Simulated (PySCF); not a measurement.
# Deuteron quadrupole couplings in `FCOC1=CCCO1`

Species: C5H7FO2.
Z-matrix (Å and degrees, GFN2-xTB geometry), rows numbered from 1:
```
F 
C   1  1.3508
O   2  1.3951  1  106.64
C   3  1.3472  2  116.01  1  -177.72
C   4  1.3289  3  127.67  2  -176.21
C   5  1.5030  4  108.76  3  -179.80
C   6  1.5415  5  101.57  4    -0.22
O   4  1.3686  3  117.34  2     3.79
H   2  1.1006  1  107.90  3  -120.45
H   2  1.1013  1  107.72  3   120.09
H   5  1.0682  4  126.50  3     0.02
H   6  1.0919  5  111.80  4  -119.56
H   6  1.0919  5  111.89  4   119.26
H   7  1.0933  6  112.48  5  -118.14
H   7  1.0932  6  112.57  5   118.61
```

Level: PBE0/pcSseg-1 (PySCF, non-relativistic); Q(2H) = 0.00286 b; rigid geometry, the same for H and D, with no vibrational averaging.

Task: Rank these positions by the coupling χzz of a deuteron there, largest first.
A. H9 (methylene hydrogen)
B. H11 (vinylic hydrogen)
C. H15 (methylene hydrogen)
D. H13 (methylene hydrogen)

Result: B (242 kHz), D (204 kHz), C (197 kHz), A (180 kHz).

Task: Give the electric field gradient Vzz (the principal value of largest size), its asymmetry and the 2H coupling at each hydrogen.

Result: 
| atom | bonded to | bond length (Å) | Vzz (au) | η | χzz (kHz) |
| --- | --- | --- | --- | --- | --- |
| H9 | C2 | 1.101 | 0.2679 | 0.06 | 180 |
| H10 | C2 | 1.101 | 0.2678 | 0.06 | 180 |
| H11 | C5 | 1.068 | 0.3595 | 0.10 | 242 |
| H12 | C6 | 1.092 | 0.3035 | 0.03 | 204 |
| H13 | C6 | 1.092 | 0.3035 | 0.03 | 204 |
| H14 | C7 | 1.093 | 0.2931 | 0.06 | 197 |
| H15 | C7 | 1.093 | 0.2932 | 0.06 | 197 |

Task: A static deuteron (I = 1) shows a doublet split by (3/2)χ, (3/4)χ(1 + η) and (3/4)χ(1 − η) with the field along z, y and x of the gradient. What are these for H12?

Result: With |χ| = 203.9 kHz and η = 0.027: 306, 157 and 149 kHz, to first order and without motion.

Isolated species at its GFN2-xTB geometry (one conformer only). GFN2-xTB bond lengths can be off by several hundredths of an ångström, more for odd bonds, and the gradients follow them. With so small a basis the couplings can be 20 % off.
